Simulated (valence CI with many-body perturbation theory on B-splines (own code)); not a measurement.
E1 transitions of Se2+

Computed by configuration interaction combined with many-body perturbation theory (CI+MBPT): four valence electrons over a frozen Dirac-Fock core [Ar] 3d10, a basis of 11 s, 11 p, 10 d, 8 f, 5 g, 2 h functions for each j, with the one-electron correlation potential Σ1 (screened to all orders), the two-electron term Σ2, the three-electron term Σ3, Breit, model QED; selected single and double excitations, second order for the rest, scaled by the run's own slope (own B-spline code, finite nucleus).

Against 29 measured levels this calculation errs by 224 cm⁻¹ on average and by 760 at most. These come from a selection out of Moore, Atomic Energy Levels, vol. II, NSRDS-NBS 35 (1971 reprint of NBS Circular 467, 1952), an old analysis. Levels without a partner in it may be off by more. Among the levels kept, up to 2000 cm⁻¹ of a level comes from second order outside the variational space, and about a tenth of that is noise between levels of different J, which matters for small intervals.

Lines 301 to 350 of 490 in falling wavelength, among levels below 231004 cm⁻¹, chosen from the strongest by gf and those to the six lowest levels. Wavelengths and rates use the calculated energies, so an error of 200 cm⁻¹ moves a line at 110.2 nm by 0.22 % and its rate by three times that or more. Electric multipoles are in the length gauge, E1 and E2 with the static RPA response of the core. Weak lines are less certain than strong ones. Lines between different terms over intervals too small for the method are left out, as are lines whose strength nearly cancels. Where a level lies close to another of its J and parity, the split of strength between their lines is uncertain. The highest levels of a list are the least certain.

Names give the largest LS component (configuration and term), which can be under half, so a name can repeat, a term be missing and a line seem to break the LS rules; names also repeat where a configuration has a term twice. Letters in brackets count levels of one name in rising energy.

| λ vac (nm) | λ from measured levels | Upper | Lower | A (s⁻¹) | S (a.u.) |
| --- | --- | --- | --- | --- | --- |
| 250.2 |  | 4s²4p5d ³D°_1 | 4s²4p5p ¹P_1 | 1.82e+08 | 4.22e+00 |
| 239.9 |  | 4s²4p4f ³F_4 [a] | 4s²4p4d ¹F°_3 | 4.68e+07 | 2.87e+00 |
| 237.8 |  | 4s²4p4f ¹F_3 | 4s4p³ ¹D°_2 | 9.57e+07 | 4.45e+00 |
| 221.0 |  | 4s²4p4f ³F_4 [b] | 4s²4p4d ¹F°_3 | 5.21e+07 | 2.50e+00 |
| 218.1 |  | 4s²4p4f ³G_3 | 4s4p³ ¹D°_2 | 9.56e+07 | 3.42e+00 |
| 211.7 |  | 4s²4p4f ¹G_4 | 4s²4p4d ¹F°_3 | 7.14e+08 | 3.01e+01 |
| 206.3 |  | 4s²4p4f ³F_4 [a] | 4s²4p4d ³D°_3 | 3.05e+08 | 1.19e+01 |
| 200.9 |  | 4s²4p4f ³F_2 | 4s²4p4d ³D°_1 [b] | 1.63e+08 | 3.26e+00 |
| 196.5 |  | 4s²4p4f ³F_3 | 4s²4p4d ³P°_2 | 4.35e+08 | 1.14e+01 |
| 195.7 |  | 4s²4p4f ³G_3 | 4s²4p4d ³D°_2 | 1.11e+08 | 2.88e+00 |
| 195.2 |  | 4s²4p4f ³F_2 | 4s²4p4d ³D°_1 [a] | 3.77e+08 | 6.92e+00 |
| 192.1 |  | 4s²4p4f ³F_4 [b] | 4s²4p4d ³D°_3 | 3.57e+08 | 1.12e+01 |
| 190.1 |  | 4s²4p4f ³D_3 | 4s²4p4d ³D°_2 | 3.42e+08 | 8.12e+00 |
| 189.2 |  | 4s²4p4f ³D_2 | 4s²4p4d ³P°_1 | 2.51e+08 | 4.19e+00 |
| 189.1 |  | 4s²4p4f ³D_2 | 4s²4p4d ³D°_2 | 2.27e+08 | 3.79e+00 |
| 187.7 |  | 4s²4p4f ³D_3 | 4s²4p4d ³D°_3 | 1.52e+08 | 3.47e+00 |
| 178.9 |  | 4s²4p4f ³D_3 | 4s²4p4d ³P°_2 | 1.76e+08 | 3.49e+00 |
| 172.3 |  | 4s²4p6d ¹F°_3 | 4s²4p5p ¹D_2 | 1.35e+08 | 2.38e+00 |
| 165.3 |  | 4s²4p6d ³F°_3 | 4s²4p5p ³D_2 | 1.18e+08 | 1.85e+00 |
| 163.9 |  | 4s²4p6d ³F°_4 | 4s²4p5p ³D_3 | 1.23e+08 | 2.40e+00 |
| 152.9 |  | 4s²4p4f ³F_4 [a] | 4s²4p4d ³F°_3 | 6.88e+08 | 1.09e+01 |
| 151.2 |  | 4s²4p4f ¹F_3 | 4s²4p4d ³F°_2 | 4.46e+08 | 5.32e+00 |
| 150.5 |  | 4s²4p4f ³F_3 | 4s²4p4d ³F°_2 | 3.71e+08 | 4.36e+00 |
| 149.5 |  | 4s²4p4f ³F_4 [b] | 4s²4p4d ³F°_4 | 2.22e+08 | 3.29e+00 |
| 147.8 |  | 4s²4p4f ³G_5 | 4s²4p4d ³F°_4 | 1.44e+09 | 2.53e+01 |
| 145.5 |  | 4s²4p4f ³G_3 | 4s²4p4d ³F°_3 | 1.52e+08 | 1.62e+00 |
| 145.0 |  | 4s²4p4f ³F_4 [b] | 4s²4p4d ³F°_3 | 4.95e+08 | 6.69e+00 |
| 142.9 |  | 4s²4p4f ³G_3 | 4s²4p4d ³F°_2 | 5.42e+08 | 5.46e+00 |
| 140.9 |  | 4s²4p4f ¹G_4 | 4s²4p4d ³F°_3 | 1.95e+08 | 2.43e+00 |
| 128.7 |  | 4s²4p4f ¹F_3 | 4s²4p4d ¹D°_2 | 6.55e+08 | 4.83e+00 |
| 122.7 |  | 4s²4p4f ³G_3 | 4s²4p4d ¹D°_2 | 2.75e+08 | 1.75e+00 |
| 112.4 |  | 4s²4p4f ³D_3 | 4s4p³ ³P°_2 | 2.59e+08 | 1.27e+00 |
| 112.3 |  | 4s4p³ ³D°_3 | 4s²4p² ³P_2 | 8.72e+07 | 4.26e-01 |
| 110.2 | 109.9 | 4s4p³ ³D°_2 | 4s²4p² ³P_1 | 9.47e+07 | 3.13e-01 |
| 109.2 |  | 4p⁴ ¹D_2 | 4s²4p4d ¹D°_2 | 3.84e+08 | 1.23e+00 |
| 108.3 |  | 4s4p³ ³D°_1 | 4s²4p² ³P_0 | 7.86e+07 | 1.48e-01 |
| 102.6 |  | 4s²4p4f ³F_4 [a] | 4s4p³ ³D°_3 | 2.96e+08 | 1.42e+00 |
| 102.3 |  | 4s²4p4f ³F_3 | 4s4p³ ³D°_2 | 4.23e+08 | 1.56e+00 |
| 102.0 |  | 4s²4p4f ³F_2 | 4s4p³ ³D°_1 | 4.65e+08 | 1.22e+00 |
| 100.8 | 100.5 | 4s²4p4d ¹D°_2 | 4s²4p² ¹D_2 | 1.02e+08 | 2.59e-01 |
| 99.02 |  | 4s²4p4f ³F_4 [b] | 4s4p³ ³D°_3 | 2.90e+08 | 1.25e+00 |
| 98.55 |  | 4s²4p6f ³G_5 | 4s²4p4d ³F°_4 | 4.79e+08 | 2.49e+00 |
| 97.74 | 97.49 | 4s4p³ ³P°_2 | 4s²4p² ³P_2 | 2.36e+08 | 5.44e-01 |
| 97.67 | 97.41 | 4s4p³ ³P°_1 | 4s²4p² ³P_2 | 8.55e+07 | 1.18e-01 |
| 96.71 |  | 4s²4p5s ¹P°_1 | 4s²4p² ¹S_0 | 1.18e+08 | 1.58e-01 |
| 95.73 | 95.47 | 4s4p³ ³P°_0 | 4s²4p² ³P_1 | 3.69e+08 | 1.60e-01 |
| 95.69 | 95.44 | 4s4p³ ³P°_2 | 4s²4p² ³P_1 | 4.42e+07 | 9.55e-02 |
| 95.62 | 95.37 | 4s4p³ ³P°_1 | 4s²4p² ³P_1 | 1.45e+08 | 1.88e-01 |
| 94.05 | 93.82 | 4s4p³ ³P°_1 | 4s²4p² ³P_0 | 1.24e+08 | 1.52e-01 |
| 91.89 |  | 4s4p³ ³S°_1 | 4s²4p² ¹S_0 | 4.10e+07 | 4.71e-02 |
